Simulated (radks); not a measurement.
All-electron atom: Ir I in [Xe] 4f14 5d6 6s2 6p1 (not the ground configuration).

All-electron calculation, Dirac Kohn-Sham, PBE, spin-unpolarised, spherical densities, finite nucleus; open shells fill j = l - 1/2 first; Fermi nuclear charge, rms radius 5.4032 fm. Program: a radial shooting solver on a logarithmic mesh with Libxc functionals.

Energy parts (Ry):
| part | energy |
|---|---|
| total | -35708.7616 |
| kinetic | 40669.9719 |
| electron-nucleus | -89580.7120 |
| Hartree | 13899.2786 |
| exchange-correlation | -697.3001 |

Orbitals (lengths in bohr, moments of r in powers of bohr; r(90%) holds 90 % of the orbital's charge):
| orbital | occ. | eigenvalue (Ry) | <r^2> | <r^4> | r(90%) | small-component weight |
|---|---|---|---|---|---|---|
| 1s1/2 | 2 | -5584.933 | 0.0004197 | 4.815e-07 | 0.0318 | 8.50e-02 |
| 2s1/2 | 2 | -976.5636 | 0.006361 | 0.00007087 | 0.114 | 1.94e-02 |
| 2p1/2 | 2 | -935.7386 | 0.004517 | 0.00004233 | 0.100 | 1.95e-02 |
| 2p3/2 | 4 | -816.1221 | 0.005710 | 0.00006393 | 0.111 | 1.74e-02 |
| 3s1/2 | 2 | -228.6195 | 0.04139 | 0.002592 | 0.279 | 6.44e-03 |
| 3p1/2 | 2 | -210.2702 | 0.03783 | 0.002270 | 0.271 | 6.39e-03 |
| 3p3/2 | 4 | -184.0792 | 0.04431 | 0.003079 | 0.292 | 5.79e-03 |
| 3d3/2 | 4 | -153.3485 | 0.03413 | 0.002061 | 0.265 | 5.68e-03 |
| 3d5/2 | 6 | -147.6882 | 0.03590 | 0.002260 | 0.271 | 5.52e-03 |
| 4s1/2 | 2 | -48.99886 | 0.2024 | 0.05937 | 0.608 | 2.16e-03 |
| 4p1/2 | 2 | -41.24530 | 0.2074 | 0.06396 | 0.620 | 2.06e-03 |
| 4p3/2 | 4 | -35.05131 | 0.2411 | 0.08635 | 0.669 | 1.84e-03 |
| 4d3/2 | 4 | -22.32045 | 0.2579 | 0.1063 | 0.706 | 1.64e-03 |
| 4d5/2 | 6 | -21.17062 | 0.2701 | 0.1166 | 0.722 | 1.58e-03 |
| 4f5/2 | 6 | -4.98167 | 0.3456 | 0.2557 | 0.862 | 1.19e-03 |
| 4f7/2 | 8 | -4.75236 | 0.3559 | 0.2721 | 0.875 | 1.17e-03 |
| 5s1/2 | 2 | -7.47039 | 1.072 | 1.675 | 1.40 | 5.21e-04 |
| 5p1/2 | 2 | -5.02896 | 1.274 | 2.453 | 1.54 | 4.41e-04 |
| 5p3/2 | 4 | -4.02300 | 1.520 | 3.521 | 1.69 | 3.75e-04 |
| 5d3/2 | 4 | -0.80993 | 3.080 | 17.97 | 2.51 | 1.99e-04 |
| 5d5/2 | 2 | -0.71315 | 3.346 | 21.54 | 2.62 | 1.85e-04 |
| 6s1/2 | 2 | -0.59165 | 8.692 | 121.4 | 4.09 | 6.68e-05 |
| 6p1/2 | 1 | -0.20364 | 16.46 | 491.7 | 5.79 | 3.46e-05 |
| 6p3/2 | 0 | -0.14569 | 21.73 | 869.7 | 6.68 | 2.58e-05 |

The highest occupied level is 6p1/2 at -2.771 eV. Summed over all electrons, <r^2> = 73.72 bohr^2, which gives a Langevin (diamagnetic) susceptibility term of -58.4 x 10^-6 cm^3/mol. The density falls to 0.001 e/bohr^3 at r = 4.77 bohr. The electron density at the nucleus is 1.821e+06 e/bohr^3.
